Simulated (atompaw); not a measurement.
## Before and after: PAW (atompaw) potential for Mg

| Quantity | Value |
| --- | --- |
| Element | Mg (Z = 12) |
| Generator | atompaw 4.2.0.5 |
| Type | PAW |
| Functional | PBE |
| Relativity | scalar-relativistic |
| Frozen core | [Ne] |
| Valence charge | 2 |
| Reference configuration | 3s2 3p0 |
| Partial waves | 3s (bound); 3s channel at 4.75 Ry; 3p (bound, empty); 3p channel at 1.95 Ry |
| Local potential | troulliermartins scheme with l = 2 at 0.5 Ry, radius 1.95 bohr |
| Core correction | smooth core density matched at 1.70 bohr |
| Augmentation charge | sinc compensation charge, radius 2.30 bohr; PAW radius 2.50 bohr; waves and projectors: bloechl |

Change: local potential vpsmatchnc scheme with l = 2 at 0.5 Ry, radius 1.95 bohr.

Cutoffs: the cutoffs (Ry, on a coarse ladder) from which the occupation-weighted sum of valence levels, in a spherical-Bessel basis at the reference potential, stays within 10 and 1 mRy of its value at 400 Ry; they do not see the model core or the augmentation charge, which bear on the density cutoff.

What does the change do?

The potential gets harder (8 Ry and 15 Ry → 15 Ry and 25 Ry); neither file shows a bound ghost.

| quantity | base | changed |
| --- | --- | --- |
| cutoff, loose | 8 Ry | 15 Ry |
| cutoff, tight | 15 Ry | 25 Ry |
| bound ghosts | none | none |
| s: phases at 2.51 bohr within 0.05 rad from the reference energy up to (Ry; the scan ends near 5) | to the end of the scan | to the end of the scan |
| p: phases at 2.51 bohr within 0.05 rad from the reference energy up to (Ry; the scan ends near 5) | 1.0 | 0.7 |
| lowest overlap eigenvalue by channel | s 0.40, p 0.09 | s 0.30, p 0.09 |

 The cutoffs see the waves, projectors and local potential, not the compensation charge or the core.
